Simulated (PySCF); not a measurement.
C2H4N, doublet, at a GFN2-xTB geometry; M062X/6-31G* in PySCF.

Here is a job for PySCF.
```python
from pyscf import gto, scf, dft

mol = gto.Mole()
mol.atom = '''
    C     1.13632705   -0.22459938   -0.24900414
    N     0.01067356    0.38315855   -0.09788839
    C    -1.14308609   -0.01803587    0.31099199
    H     1.22560615   -1.30013518   -0.36821381
    H     2.02550454    0.37542219   -0.33831834
    H    -1.99841828    0.59691774    0.08990737
    H    -1.28685313   -0.89850310    0.92991642
'''
mol.basis = '6-31g*'
mol.spin = 1
mol.verbose = 3
mol.build()

mf = dft.ROKS(mol)
mf.xc = 'm062x'
mf.kernel()
mf.analyze()
```

It wrote (shortened):

```
converged SCF energy = -133.206903588497
**** MO energy ****
                Roothaan           | alpha              | beta
MO #1   energy= -14.7712541850306  | -14.7722089989105  | -14.7702993711517  occ= 2
MO #2   energy= -10.5727088708588  | -10.573821716231   | -10.5715960254869  occ= 2
MO #3   energy= -10.5726812514928  | -10.5737852484682  | -10.5715772545171  occ= 2
MO #4   energy= -1.04416686989715  | -1.05062066151157  | -1.03771307932382  occ= 2
MO #5   energy= -0.809435952924439 | -0.818238730190458 | -0.800633175656937 occ= 2
MO #6   energy= -0.648494122569693 | -0.655340119538526 | -0.641648124986368 occ= 2
MO #7   energy= -0.557138252505831 | -0.562696445874132 | -0.551580059154188 occ= 2
MO #8   energy= -0.55343530878984  | -0.560300173110588 | -0.546570444810933 occ= 2
MO #9   energy= -0.492227053126119 | -0.498202511531912 | -0.48625159472311  occ= 2
MO #10  energy= -0.410866959639379 | -0.426178088641644 | -0.395555830629058 occ= 2
MO #11  energy= -0.323290251975065 | -0.332296362350547 | -0.314284140106691 occ= 2
MO #12  energy= -0.130434849594645 | -0.223191316578467 | -0.0376783813489391 occ= 1
MO #13  energy= 0.0744205529177728 | 0.058626284261703  | 0.0902148216264801 occ= 0
MO #14  energy= 0.171440378607669  | 0.170906701032063  | 0.171974056405076  occ= 0
MO #15  energy= 0.196847846308132  | 0.194848520497844  | 0.198847172138973  occ= 0
MO #16  energy= 0.241157254767964  | 0.23920548722669   | 0.243109031142671  occ= 0
MO #17  energy= 0.243818372208315  | 0.241335557230637  | 0.246301187173188  occ= 0
MO #18  energy= 0.269669448596229  | 0.268519315084139  | 0.270819581822603  occ= 0
MO #19  energy= 0.381719095828291  | 0.381629560485461  | 0.381808631170736  occ= 0
MO #20  energy= 0.577487015279388  | 0.56762947984216   | 0.587344550735832  occ= 0
 ** Mulliken atomic charges  **
charge of    0C =     -0.13958
charge of    1N =     -0.14550
charge of    2C =     -0.13961
charge of    3H =      0.09512
charge of    4H =      0.11723
charge of    5H =      0.11729
charge of    6H =      0.09505
Dipole moment(X, Y, Z, Debye): -0.02975, -1.06321,  0.27125
```
